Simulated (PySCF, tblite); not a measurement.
Isomers of C2H15PSi4, one GFN2-xTB conformer each. Single-point energies are computed at PBE0/pcSseg-1 (PySCF, gas phase, no added dispersion term), electronic only.

| SMILES | GFN2-xTB relative energy (kcal/mol) |
| --- | --- |
| CC[SiH2][Si@@H](P)[SiH2][SiH3] | 34.4 |
| [SiH3]CC[SiH2]P([SiH3])[SiH3] | 0.0 |

Conformers: `[CH3:1][CH2:2][SiH2:3][Si@@H:4]([PH2:5])[SiH2:6][SiH3:7]` with C1–C2–Si3–Si4 -168°, C2–Si3–Si4–P5 29°, Si3–Si4–P5–H 167° and 75°, Si3–Si4–Si6–Si7 -178°; `[SiH3:1][CH2:2][CH2:3][SiH2:4][P:5]([SiH3:6])[SiH3:7]` with Si1–C2–C3–Si4 -172°, C2–C3–Si4–P5 47°, C3–Si4–P5–Si6 58°.

**Question.** What does PBE0/pcSseg-1 give for the same structures?

**Answer.** 
| SMILES | PBE0/pcSseg-1 E (Eh) | PBE0/pcSseg-1 (kcal/mol) | GFN2-xTB (kcal/mol) | point group |
| --- | --- | --- | --- | --- |
| [SiH3]CC[SiH2]P([SiH3])[SiH3] | -1583.77649 | 0.0 | 0.0 | C1 |
| CC[SiH2][Si@@H](P)[SiH2][SiH3] | -1583.77101 | 3.4 | 34.4 | C1 |

Both levels put the same isomer lowest. As drawn, the higher has an Si–Si bond, which the lower lacks.

**Question.** Which frontier levels, dipoles and rotational constants go with these structures?

**Answer.** 
```
                        SMILES  HOMO (eV, PBE0/pcSseg-1)  LUMO (eV)  dipole (D)       A, B, C (MHz)
 [SiH3]CC[SiH2]P([SiH3])[SiH3]                     -7.04      -0.10        0.91  1747, 456.4, 400.0
CC[SiH2][Si@@H](P)[SiH2][SiH3]                     -7.23      -0.84        0.56  1989, 387.5, 338.2
```

**Question.** What happens when harmonic zero-point energies from GFN2-xTB frequencies are added?

**Answer.** 
```csv
SMILES,ZPE (kcal/mol),electronic (kcal/mol),with ZPE (kcal/mol)
[SiH3]CC[SiH2]P([SiH3])[SiH3],91.1,0.0,0.0
CC[SiH2][Si@@H](P)[SiH2][SiH3],92.5,3.4,4.8
```

The zero-point energies span 1.4 kcal/mol. The order is unchanged.
